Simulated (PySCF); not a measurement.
Bond curve of TeC⁺

Set-up: basis Te def2-SVPD with ECP28, C def2-SVPD; scalar-relativistic core potentials; PySCF 2.14. Energies in eV from Te⁺ + C in their ground configurations at the same level. State: Ms = 0.5 determinant of mixed spin (⟨S²⟩ near 1.1), unpaired electrons σ ↑.

All columns are PBE0. A positive dipole points towards C; it is taken about the centre of mass and depends on that origin.

| R (Å) | E (eV) | μ (D) | Mulliken charge on Te (basis-dependent) | HOMO (eV) | LUMO (eV) | Mayer bond order | ⟨S²⟩ |
| --- | --- | --- | --- | --- | --- | --- | --- |
| 1.598 | -1.732 | -0.18 | 0.94 | -16.27 | -11.15 | 2.95 | 0.81 |
| 1.672 | -2.682 | -0.07 | 0.94 | -15.96 | -11.31 | 2.88 | 0.84 |
| 1.746 | -3.185 | 0.06 | 0.95 | -15.68 | -11.45 | 2.77 | 0.90 |
| 1.802 | -3.352 | 0.17 | 0.95 | -15.51 | -11.52 | 2.67 | 0.98 |
| 1.858 | -3.389 | 0.28 | 0.96 | -15.36 | -11.58 | 2.53 | 1.09 |
| 1.914 | -3.334 | 0.37 | 0.97 | -15.24 | -11.62 | 2.39 | 1.21 |
| 1.988 | -3.161 | 0.48 | 0.98 | -15.13 | -11.67 | 2.20 | 1.38 |
| 2.081 | -2.848 | 0.56 | 0.99 | -15.03 | -11.74 | 1.99 | 1.57 |
| 2.192 | -2.399 | 0.62 | 1.00 | -14.94 | -11.85 | 1.80 | 1.75 |
| 2.341 | -1.766 | 0.67 | 0.99 | -14.55 | -11.99 | 1.63 | 1.92 |

A fit through these points gives, at Re = 1.850 Å, μ = 0.26 D and dμ/dR = 1.89 D/Å; the reduced mass is 10.99 u.

Question: How strong is the fundamental in the double-harmonic approximation, I = 42.26·(dμ/dR)²/μred km/mol?

Answer: I = 42.26·(1.89)²/10.99 = 13.7 km/mol at PBE0.

⟨S²⟩ of the unrestricted solution departs from its pure value on part of the curve, where spin states mix. Spin–orbit coupling is left out, which matters for elements this heavy, above all for dissociation energies. For an ion De counts to the pair picked by the measured ionisation energies or electron affinities, which need not be the lowest pair at this level. The state was picked by a PBE0 search and need not be the measured ground state.
